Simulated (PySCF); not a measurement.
C5H13B.
Bonds: C1–C2, C2–C3, C3–B4, B4–C5, B4–C6. Hydrogens: H7, H8, H9 on C1; H10, H11 on C2; H12, H13 on C3; H14, H15, H16 on C5; H17, H18, H19 on C6.

The calculation used PBE0-D3(BJ)/def2-SVP geometry optimisation, gas phase (PySCF 2.14.0).

Entries marked ? are missing. Bonds in one row agree within 0.01 Å.

| coordinate | value |
| --- | --- |
| C1–C2 | 1.521 Å |
| C2–C3 | ? |
| C3–B4 | ? |
| B4–C5, B4–C6 | ? |
| C1–H7, C1–H8, C1–H9 | 1.102 Å |
| C2–H10, C2–H11 | 1.104 Å |
| C3–H12, C3–H13 | 1.109 Å |
| C5–H14 and 4 like bonds | 1.102 Å |
| C5–H16 | 1.109 Å |
| C1–C2–C3 | ? |
| C2–C3–B4 | 118.8° |
| C3–B4–C5 | ? |
| C3–B4–C6 | ? |
| C5–B4–C6 | 120.2° |

**Question.** Estimate the withheld lengths and angles.

**Answer.** 
- C2–C3 = 1.527 Å, drawn single (chain CH2 carbon to sp3 carbon bound to boron); 0.01 Å above the sum of covalent radii, 1.52 Å.
- C3–B4 = 1.579 Å, drawn single (sp3 carbon bound to boron to three-coordinate boron); 0.02 Å below the sum of covalent radii, 1.60 Å.
- B4–C5, B4–C6 = 1.574 Å, drawn single (three-coordinate boron to sp3 carbon bound to boron); 0.03 Å below the sum of covalent radii, 1.60 Å.
- C1–C2–C3 = 113.7°, at the chain CH2 carbon; the outer atoms are 2.552 Å apart.
- C3–B4–C5 = 121.1°, at the three-coordinate boron; the outer atoms are 2.744 Å apart.
- C3–B4–C6 = 118.7°, at the three-coordinate boron; the outer atoms are 2.715 Å apart.

Radii are Cordero's, carbon taken as 0.76, 0.73 or 0.69 Å for four, three, and two or fewer neighbours.

Whether it is a minimum is left open (no frequencies). The numbers are those of one conformer (C1–C2–C3–B4 176°, C2–C3–B4–C5 -25°).
